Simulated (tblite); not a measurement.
A geometry optimisation, step by step.

Compound: C4H14GaNSi2.
SMILES with atom numbers: `[CH3:1]/[CH:2]=[CH:3]/[CH2:4][GaH:5][N:6]([SiH3:7])[SiH3:8]` (hydrogens: H9, H10, H11 on C1; H12 on C2; H13 on C3; H14, H15 on C4; H16 on Ga5; H17, H18, H19 on Si7; H20, H21, H22 on Si8)

Computed with GFN2-xTB (tblite), gas phase: L-BFGS steps from a force-field or distance-geometry start until the largest atomic force falls under 0.01 eV/Å. 3 of its 161 geometries are shown.

Step 0: E = -631.9191 eV, largest atomic force 2.962 eV/Å
```
atom  x, y, z in Å  |  force x, y, z in eV/Å
C1      4.048   -0.318    0.363   -0.078  -0.518   0.056
C2      2.534   -0.242    0.297    0.923   0.077  -0.195
C3      1.984    0.861   -0.186   -1.010  -0.077  -0.074
C4      0.486    1.026   -0.291    1.440   0.639  -0.140
Ga5    -0.302   -0.646    0.439   -1.971   0.806   2.059
N6     -2.353   -0.204    0.665    0.185  -0.680  -1.781
Si7    -3.049   -1.675   -0.101   -0.315   1.071   0.779
Si8    -2.820    1.138   -0.421   -0.457  -0.620   0.752
H9      4.453   -0.151   -0.672   -0.118  -0.164   1.156
H10     4.386    0.473    1.063    0.065  -0.497  -0.598
H11     4.379   -1.307    0.762   -0.136   0.824  -0.453
H12     1.913   -1.085    0.663    0.580   0.412  -0.218
H13     2.578    1.698   -0.532    0.174  -0.006   0.115
H14     0.220    2.021    0.141   -0.190  -0.741  -0.248
H15     0.184    1.015   -1.334    0.126   0.391  -0.452
H16     0.180   -1.047    1.992   -0.206  -0.403  -0.404
H17    -2.316   -1.851   -1.360    0.013  -0.422  -0.410
H18    -4.460   -1.303   -0.402    0.368  -0.488   0.120
H19    -2.981   -2.848    0.772    0.164   0.039   0.033
H20    -4.031    0.723   -1.173    0.201   0.326   0.014
H21    -3.232    2.318    0.352    0.292  -0.149   0.095
H22    -1.813    1.424   -1.437   -0.048   0.181  -0.207
```

Step 80: E = -633.7565 eV, largest atomic force 0.112 eV/Å
```
atom  x, y, z in Å  |  force x, y, z in eV/Å
C1      4.033   -0.540    0.486    0.009  -0.041  -0.030
C2      2.670   -0.116    0.050    0.011  -0.066  -0.017
C3      2.131    1.083    0.234    0.002  -0.030   0.039
C4      0.752    1.437   -0.213    0.031   0.026  -0.009
Ga5    -0.501   -0.071    0.408   -0.003  -0.014   0.045
N6     -2.331   -0.250   -0.025    0.030   0.007   0.008
Si7    -2.991   -1.857   -0.038   -0.097   0.021  -0.052
Si8    -3.179    1.094   -0.720   -0.032   0.015  -0.010
H9      4.631   -0.859   -0.367   -0.007   0.009  -0.064
H10     4.563    0.263    0.993   -0.062   0.019   0.025
H11     3.951   -1.395    1.157    0.029   0.042   0.028
H12     2.091   -0.879   -0.478   -0.017   0.039   0.022
H13     2.695    1.846    0.758   -0.004   0.002   0.016
H14     0.454    2.412    0.183   -0.035   0.040  -0.005
H15     0.684    1.503   -1.306    0.013  -0.021  -0.013
H16     0.030   -1.232    1.342    0.000   0.010  -0.010
H17    -2.943   -2.392   -1.411   -0.013  -0.031  -0.013
H18    -4.391   -1.784    0.407    0.095  -0.025   0.014
H19    -2.145   -2.679    0.843   -0.026  -0.003   0.022
H20    -4.591    1.023   -0.332    0.031  -0.010   0.014
H21    -2.541    2.311   -0.184    0.026   0.028   0.013
H22    -3.082    1.101   -2.189    0.016  -0.019  -0.023
```

Step 160: E = -633.7754 eV, largest atomic force 0.010 eV/Å
```
atom  x, y, z in Å  |  force x, y, z in eV/Å
C1      4.064   -0.494    0.402   -0.004  -0.001   0.000
C2      2.666   -0.087    0.078   -0.007   0.006  -0.005
C3      2.112    1.079    0.390   -0.001   0.002   0.005
C4      0.729    1.457   -0.019    0.004   0.008  -0.004
Ga5    -0.513   -0.106    0.474   -0.005  -0.007   0.000
N6     -2.290   -0.296   -0.128    0.002  -0.005   0.000
Si7    -3.072   -1.843   -0.002   -0.003   0.002  -0.001
Si8    -3.086    1.030   -0.915    0.005  -0.004  -0.005
H9      4.631   -0.657   -0.515    0.001  -0.002  -0.001
H10     4.564    0.273    0.989   -0.002   0.002   0.003
H11     4.069   -1.428    0.962    0.001  -0.002   0.002
H12     2.077   -0.808   -0.495    0.003   0.001  -0.002
H13     2.674    1.802    0.971    0.005  -0.005  -0.004
H14     0.425    2.405    0.434   -0.006  -0.001  -0.001
H15     0.661    1.584   -1.108   -0.006   0.003   0.003
H16    -0.013   -1.307    1.369    0.003  -0.001  -0.002
H17    -3.383   -2.337   -1.352    0.000  -0.006   0.001
H18    -4.314   -1.699    0.768    0.004   0.005  -0.003
H19    -2.127   -2.748    0.674    0.001  -0.002   0.005
H20    -4.433    1.186   -0.354    0.002   0.003  -0.001
H21    -2.272    2.233   -0.662    0.005   0.002   0.003
H22    -3.179    0.781   -2.362   -0.001   0.003   0.004
```

Problem. Summarise the path.

Solution. The energy falls by 42.81 kcal/mol from step 0 to step 160; nine tenths of that is first reached at step 27. It falls at every step. The largest force goes from 2.962 to 0.010 eV/Å. Among the bonds Ga5–N6 changes most, from 2.110 to 1.886 Å; the atoms move by 0.895 Å rms after alignment.

What follows is the cost of the whole relaxation. On an Arm Neoverse V1 with one thread, shared host with 32 logical CPUs at a one-minute load of 12, this took 1.8 s wall.
